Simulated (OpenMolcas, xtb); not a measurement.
## How methods differ on InHCl2O (SMILES [OH][In]([Cl])[Cl])

InHCl2O: 5 atoms, total charge 0, spin state singlet. SMILES: `[OH][In]([Cl])[Cl]`. The coordinates come from a PBE0-D4/def2-TZVP relaxation.

```xyz
5

O    -0.3478    1.5102   -0.1372
In   -0.0879   -0.4329   -0.1008
Cl    1.7226   -1.3206    1.0199
Cl   -1.5806   -1.8016   -1.1706
H     0.3436    1.9712    0.3472
```

Each level gives the HOMO–LUMO gap (eV). The values are calculated.

| level | kind | program | value (eV) | CPU time |
| --- | --- | --- | --- | --- |
| GFN2-xTB | semi-empirical | xtb | 3.11 | under 2 s |
| HF/def2-SVP (core potential) | Hartree–Fock | OpenMolcas | 13.58 | 8.6 s |
| SVWN5/def2-SVP (core potential) | LDA | OpenMolcas | 3.97 | 20 s |
| PBE/def2-SVP (core potential) | GGA | OpenMolcas | 4.06 | 30 s |
| TPSS/def2-SVP (core potential) | meta-GGA | OpenMolcas | 4.31 | 32 s |
| B3LYP/def2-SVP (core potential) | global hybrid | OpenMolcas | 6.00 | 25 s |
| BHLYP/def2-SVP (core potential) | global hybrid | OpenMolcas | 8.89 | 21 s |
| B2PLYP/def2-SVP (core potential) | double hybrid | OpenMolcas | 9.17 | 17 s |

The values span 3.11 to 13.58 eV. Orbital gaps aren't excitation energies, and those of double hybrids come from the SCF part alone; they tend to grow with the share of exact exchange. Times are those of the runs behind each value, whatever else they computed, on shared processors of several kinds: orders of magnitude only.
